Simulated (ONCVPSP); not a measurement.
# Before and after: ONCV potential for iridium (Ir)

| Item | Value |
| --- | --- |
| Element | Ir |
| Generator | ONCVPSP 4.0.1 |
| Type | optimised norm-conserving Vanderbilt (ONCV) |
| Functional | PW91 |
| Relativity | scalar-relativistic |
| Frozen core | [Kr] 4d10 4f14 |
| Valence charge | 17 |
| Reference configuration | 5s2 5p6 5d7 6s1.5 (charge +0.5) |
| Partial waves | 5s+6s: rc 1.60 bohr, ncon 3, nbas 6, qcut 7.8 1/bohr, 2 projectors; 5p: rc 1.30 bohr, ncon 5, nbas 8, qcut 5.7 1/bohr, 3 projectors, debl 2.7 Ha; 5d: rc 1.55 bohr, ncon 3, nbas 7, qcut 5.9 1/bohr, 1 projector; f scattering state at 0.33 Ha: rc 1.30 bohr, ncon 4, nbas 7, qcut 9.9 1/bohr, 2 projectors, debl 2.3 Ha |
| Local potential | polynomial inside 1.05 bohr (lpopt 5, dvloc0 0 Ha) |
| Core correction | Teter function, fcfact 4.5, rcfact 1.1 |

Change: all radii but the core radius scaled by about 1.11 (s 1.78, p 1.44, d 1.72, f 1.44 bohr); local potential polynomial inside 1.16 bohr (lpopt 5, dvloc0 0 Ha).

Cutoffs: the cutoffs (Ha) at which the residual kinetic energy of the hardest occupied pseudo-wave falls to 1 and 0.1 mHa per electron; they do not see the model core or the augmentation charge, which bear on the density cutoff. Errors are all-electron minus pseudo energies relative to the spin-unpolarised reference configuration.

**Question.** What does the change do?

**Answer.** The potential gets softer (104 Ha and 121 Ha → 82 Ha and 97 Ha); both files keep a bound ghost (f); of the 4 tests that both files solve, the error grows in 1 and shrinks in 0 by more than 15 % and 0.3 meV (median size 1.7 → 1.8 meV). A larger radius leaves more room for a smooth pseudo-wave, so fewer plane waves are needed.

```csv
quantity,base,changed
"cutoff, loose",104 Ha,82 Ha
"cutoff, tight",121 Ha,97 Ha
loose cutoff by channel,"s 22 Ha, p 104 Ha, d 17 Ha","s 20 Ha, p 82 Ha, d 16 Ha"
bound ghosts,f,f
GHOST(+) flags under 300 eV,s at 75.1 eV,s at 115.3 eV
"error for 5s2 5p6 5d7 6s2, meV [ΔE -4.07 eV]",+1.3,+1.3
"error for 5s2 5p6 5d7 6s1, meV [ΔE 5.88 eV]",-2.2,-2.3
"error for 5s2 5p6 5d7 6s0, meV [ΔE 23.44 eV]",-10,-12
"error for 5s2 5p6 5d6 6s2 6p1, meV [ΔE 3.10 eV]",+1.2,+1.2
"rms error of d²Exc/dni dnj with the model core, mHa",2.20,2.12
```

 A true bound ghost makes a file unfit for plane-wave use even where its test errors are small: the radial tests pick states by their node count and pass the ghost by.
